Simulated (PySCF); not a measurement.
The third ionisation energy along the third row

All values are computed (PySCF 2.14, energy differences of UHF-based or UKS calculations, no spin-orbit coupling). Values in eV. The last column holds reference values (NIST; (s) semi-empirical, (t) theoretical, else measured). Unmarked ones compare directly (S terms, centres of terms, or small fine structure); those marked * lie between the lowest fine-structure levels and include a spin-orbit shift.

| element | configurations | UHF | PBE | PBE0 | r2SCAN | MP2 (valence) | SCS-MP2 (valence) | reference |
| --- | --- | --- | --- | --- | --- | --- | --- | --- |
| Al (aug-cc-pV(Q+d)Z with one added diffuse shell each of s, p, d, f, g type, non-relativistic) | [Ne] 3s1 → [Ne] | 28.043 | 28.835 | 28.694 | 28.378 | n/a | n/a | 28.448 |
| Si (aug-cc-pV(Q+d)Z with one added diffuse shell each of s, p, d, f, g type, non-relativistic) | [Ne] 3s2 → [Ne] 3s1 | 31.957 | 33.392 | 33.251 | 32.870 | 32.863 | 33.044 | 33.493 |
| S (aug-cc-pV(Q+d)Z with one added diffuse shell each of s, p, d, f, g type, non-relativistic) | [Ne] 3s2 3p2 → [Ne] 3s2 3p1 | 34.160 | 34.838 | 34.879 | 35.031 | 34.682 | 34.587 | 34.86 ± 0.04 (s) * |
| Cl (aug-cc-pV(Q+d)Z with one added diffuse shell each of s, p, d, f, g type, non-relativistic) | [Ne] 3s2 3p3 → [Ne] 3s2 3p2 | 38.963 | 39.584 | 39.666 | 39.847 | 39.665 | 39.463 | 39.8 ± 0.11 (s) * |
| Ar (aug-cc-pV(Q+d)Z with one added diffuse shell each of s, p, d, f, g type, non-relativistic) | [Ne] 3s2 3p4 → [Ne] 3s2 3p3 | 39.401 | 40.730 | 40.729 | 40.702 | 40.342 | 40.456 | 40.735 ± 0.012 (s) * |

Question: Fill in the row of P (aug-cc-pV(Q+d)Z with one added diffuse shell each of s, p, d, f, g type, non-relativistic) ([Ne] 3s2 3p1 → [Ne] 3s2).

Answer: UHF 29.589; PBE 30.248; PBE0 30.269; r2SCAN 30.381; MP2 (valence) 29.916; SCS-MP2 (valence) 29.910; reference 30.203 * (eV).

"Valence" correlates the outer s and p shells and, in groups 3 to 12 and the f block, the outer d or f shell, open or full, or the next shell where the ion has no valence electron left; the wider scheme adds the next inner shell.
